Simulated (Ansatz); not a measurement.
A nudged elastic band was laid between two geometries of BrH + ClF2GeH (7 atoms, charge 0, multiplicity 1).

All numbers below come from RKS PBE-D4/def2-SVP in Ansatz 0.2.0.

| Item | Value |
| --- | --- |
| movable images | 7 |
| climbing image | yes |
| spring | 5.0 eV/Å² |
| optimiser | quadratic models (default) |
| start path | through a guess of the saddle point |
| force threshold | 0.05 eV/Å |
| iteration limit | 60 |
| end points | relaxed |

Image 0:

```xyz
7
Properties=species:S:1:pos:R:3
Ge 0.239 0.027 -0.017
Cl 0.343 0.189 2.137
F 1.872 -0.193 -0.574
F -0.254 1.574 -0.632
H -0.668 -1.106 -0.512
Br -3.329 -0.310 1.358
H -2.157 -0.063 2.162
```

Image 8:

```xyz
7
Properties=species:S:1:pos:R:3
Ge -0.415 0.235 -0.349
Cl -0.212 -1.261 2.838
F 0.967 1.085 0.274
F -0.560 0.779 -1.998
H -0.232 -1.288 -0.314
Br -2.295 0.998 0.758
H -1.209 -0.430 2.713
```

Task: What changes between the two ends?

Result: Bonds broken: Ge1–Cl2, Br6–H7. Bonds formed: Ge1–Br6, Cl2–H7. BrH + ClF2GeH becomes BrF2GeH + ClH.

Task: Give the energies along the band, and the barrier.

Result: It converged. The highest image is number 4 of 0 to 8, 20.1 kcal/mol above the first end and 20.9 kcal/mol above the last; the last end lies 0.9 kcal/mol below the first. A vibrational analysis at the climbing image gives one clearly imaginary mode, 252i cm⁻¹: a first-order saddle point. The orbitals stay closed-shell, which can raise the energy where a bond breaks towards radicals; this wasn't checked here.

```csv
image,path coordinate (Å),energy (kcal/mol),Ge1–Cl2 (Å),Br6–H7 (Å),Ge1–Br6 (Å)
0,0.00,0.0,2.16,1.44,3.84
1,0.57,0.2,2.16,1.44,3.73
2,1.13,3.2,2.19,1.45,3.42
3,1.70,12.2,2.26,1.50,3.00
4,2.27,20.1,2.47,1.73,2.64
5,2.87,13.1,2.84,2.07,2.43
6,3.47,4.3,3.25,2.29,2.34
7,4.07,-0.1,3.52,2.52,2.32
8,4.66,-0.9,3.53,2.65,2.31
```

Task: What is the geometry of the highest image?

Result: 
```xyz
7
Properties=species:S:1:pos:R:3:forces:R:3
Ge -0.252 -0.005 -0.022 -0.02 -0.02 0.00
Cl 0.080 -0.376 2.397 0.00 0.01 0.00
F 1.472 0.296 -0.060 0.01 0.00 0.00
F -0.679 1.290 -1.116 0.00 0.01 0.01
H -0.534 -1.417 -0.559 0.01 0.00 0.00
Br -2.621 0.396 1.063 0.00 0.01 0.00
H -1.421 -0.065 2.219 0.01 -0.01 0.00
```

Task: What are the harmonic wavenumbers there?

Result: 252i, 43, 162, 204, 223, 269, 282, 574, 606, 666, 693, 703, 855, 1105, 2137 cm⁻¹.

Run time: 83 s on 4 threads of Arm Neoverse V2 (shared host), peak memory 0.18 GiB.
